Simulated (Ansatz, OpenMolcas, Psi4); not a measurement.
AlF3 (SMILES F[Al](F)F): methods side by side

The species is AlF3 (4 atoms), meant as a singlet with charge 0. As SMILES, `F[Al](F)F`. The shape is that of a PBE0-D4/def2-TZVP optimisation.

```xyz
4

F     0.8594   -0.7226    1.1802
Al    0.0000    0.0000    0.0000
F    -1.4407   -0.6125   -0.4501
F     0.5813    1.3351   -0.7300
```

Quantity: the electronic atomisation energy, in eV. The values are calculated. Electronic energies at fixed atoms, without zero-point motion or spin-orbit coupling.

```
            level                    kind     program  value (eV)  less CCSD(T)/6-311+G**  CPU time (all runs)
     HF/6-311+G**            Hartree–Fock  OpenMolcas       13.10                   -3.74                 12 s
  SVWN5/6-311+G**                     LDA  OpenMolcas       20.08                   +3.24                 18 s
 revPBE/6-311+G**                     GGA  OpenMolcas       16.95                   +0.11                 21 s
  M06-L/6-311+G**                meta-GGA  OpenMolcas       17.58                   +0.74                 26 s
   TPSS/6-311+G**                meta-GGA  OpenMolcas       17.38                   +0.54                 27 s
  wB97X/6-311+G**  range-separated hybrid      Ansatz       17.62                   +0.78                 19 s
 B2PLYP/6-311+G**           double hybrid      Ansatz       17.34                   +0.50                7.5 s
CCSD(T)/6-311+G**   coupled cluster or CI        Psi4       16.84                    0.00              1.7 min
```

CCSD(T)/6-311+G** is the highest level here, not the true value. The values span 13.10 to 20.08 eV. Times are those of the runs behind each value, whatever else they computed, on shared processors of several kinds: orders of magnitude only.
